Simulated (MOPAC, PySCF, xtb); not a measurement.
Noncovalent pair: HCl (SMILES Cl) (first 2 atoms) with C2H2 (SMILES C#C); geometry from B3LYP-D3(BJ)/def2-TZVP, rigid monomers moved along the line of their centres of mass till H2···C4 is 2.74 Å.
(charge 0, multiplicity 1):
```xyz
6

Cl    -0.118     0.538    -0.467
H     -0.124     0.344     0.811
C     -0.553    -0.473     3.389
C      0.293     0.365     3.516
H     -1.304    -1.218     3.280
H      1.045     1.108     3.633
```

Counterpoise-corrected where a basis set is named; no monomer relaxation. Rows marked so take none.

Rows in 3-21G, 6-31G* carry no dispersion term and start afresh at each structure (6-31G* with six Cartesian d functions). The state that AM1 reach isn't checked.

Run with MOPAC for AM1 (differences of heats of formation); PySCF for 3-21G rows, 6-31G* rows; xtb for the GFN methods. 

Problem. One of these levels gives -42.8 meV for the interaction energy. Which one is it?
(A) GFN-FF
(B) HF/3-21G (no counterpoise)
(C) AM1
(D) HF/6-31G*

Solution. C, AM1. The others give -94.3 (GFN-FF), -113.8 (HF/3-21G (no counterpoise)), -78.0 (HF/6-31G*)
